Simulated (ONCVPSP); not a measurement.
# Ni (Z = 28), ONCV: configuration errors across variants

Ni, optimised norm-conserving Vanderbilt (ONCV), made with ONCVPSP 4.0.1 (PBE, scalar-relativistic). Core [Ne], reference 3s2 3p6 3d8 4s2. Waves: 3s+4s: rc 1.10 bohr, ncon 3, nbas 7, qcut 12.6 1/bohr, 2 projectors; 3p: rc 0.85 bohr, ncon 3, nbas 7, qcut 11.7 1/bohr, 2 projectors, debl 3.6 Ha; 3d: rc 1.45 bohr, ncon 5, nbas 10, qcut 11 1/bohr, 2 projectors, debl 1.9 Ha. Local part: polynomial inside 0.75 bohr (lpopt 5, dvloc0 0 Ha). Core correction: none.

All-electron excitation energies from the reference (eV): (1) 3s2 3p6 3d8 4s1 9.323; (2) 3s2 3p6 3d8 4s0 26.674; (3) 3s2 3p6 3d7 4s0 64.140; (4) 3s2 3p6 3d9 4s0 6.319.

Errors AE − PS in meV (a dash: test not solved or not reliable):

| change | (1) | (2) | (3) | (4) | bound ghosts | GHOST(+) flags above zero |
| --- | --- | --- | --- | --- | --- | --- |
| base | +0.8 | +5.8 | +10 | +34 | none | none |
| local potential polynomial inside 0.65 bohr (lpopt 5, dvloc0 0 Ha) | +0.8 | +5.8 | +10 | +34 | none | s |
| s: qcut 14; p: qcut 13; d: qcut 12.2 | +0.5 | +4.6 | +6.7 | +27 | none | none |
| local potential polynomial inside 0.75 bohr (lpopt 5, dvloc0 6 Ha) | +0.8 | +5.8 | +10 | +34 | none | none |
| d: qcut 9 | +1.3 | +8.4 | +20 | +53 | none | none |

Question: Give the same row for: core correction Teter function, fcfact 5.75, rcfact 1.65.

Answer: +0.7, +5.2, +10, +33; bound ghosts: none; GHOST(+) flags above zero: none.
